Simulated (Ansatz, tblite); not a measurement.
Spin states of HfSe2⁺ (the lowest doublet isomer of a short search), each relaxed with PBE0-D4/def2-TZVP in Ansatz. Electronic energies in the gas phase.

In the def2 sets Hf takes a core potential; there is no spin–orbit coupling. The xTB rows come from tblite. LC-ωPBE has ω = 0.4 bohr⁻¹. B3LYP takes the VWN-RPA correlation. Correlated methods freeze 18 core orbitals; core or outer-core shells of Hf, Se are correlated, in sets that lack core-valence functions. In CCSD on the charge 1 quartet the largest single amplitude is 0.31, so its Hartree–Fock determinant may place the open shell otherwise than the density functionals do. The structure comes from a short search, and lower isomers may exist.

Doublet geometry (C2v within 0.1 Å):

```tsv
atom	x (Å)	y (Å)	z (Å)
Hf1	-0.838	0.013	0.720
Se2	-0.623	-0.465	-1.566
Se3	1.462	0.452	0.845
```

Quartet geometry:

Cartesian coordinates in Å:
```
Hf 0.5458 -0.9911 0.6260
Se 0.1135 1.4008 0.7909
Se -0.6594 -0.4097 -1.4168
```

Run but left out: MP2/def2-TZVP (doublet: ⟨S²⟩ 1.03, where a pure state has 0.75).

Only these spin states were relaxed. Higher spins weren't run and may lie lower.

```csv
level,quartet − doublet (kcal/mol),lowest of these,remarks
GFN1-xTB,43.5,doublet,–
GFN2-xTB,47.1,doublet,–
HF/def2-TZVP,16.6,doublet,spin-contaminated (⟨S²⟩ 1.03) (doublet)
PBE-D4/def2-TZVP,32.0,doublet,–
r2SCAN-D4/def2-TZVP,30.8,doublet,–
B3LYP-D4/def2-TZVP,31.4,doublet,–
PBE0-D4/def2-TZVP,31.7,doublet,–
r2SCAN0-D4/def2-TZVP,30.0,doublet,–
LC-ωPBE/def2-TZVP,31.5,doublet,spin-contaminated (⟨S²⟩ 0.84) (doublet)
RPA@PBE/def2-TZVP,28.9,doublet,–
CCSD/def2-TZVP,32.8,doublet,spin-contaminated (⟨S²⟩ 1.03) (doublet)
CCSD(T)/def2-TZVP,34.9,doublet,spin-contaminated (⟨S²⟩ 1.03) (doublet)
```

| state | donor atoms | mean metal–ligand distance (Å) | range (Å) | Mulliken spin on the metal (PBE0) |
| --- | --- | --- | --- | --- |
| doublet | 2 | 2.345 | 2.34–2.35 | -0.22 |
| quartet | 2 | 2.439 | 2.44–2.44 | 1.00 |

⟨S²⟩ at PBE0-D4/def2-TZVP: doublet 0.78 (pure 0.75), quartet 3.78 (pure 3.75). The unpaired electrons of the doublet sit mostly on the ligands.

Change of the quartet − doublet gap on mixing in exact exchange, in kcal/mol: PBE to PBE0 (25 % exact exchange) -0.3; r2SCAN to r2SCAN0 (25 % exact exchange) -0.8.

The xTB methods have no term that favours high spin, so they put low spin too low.
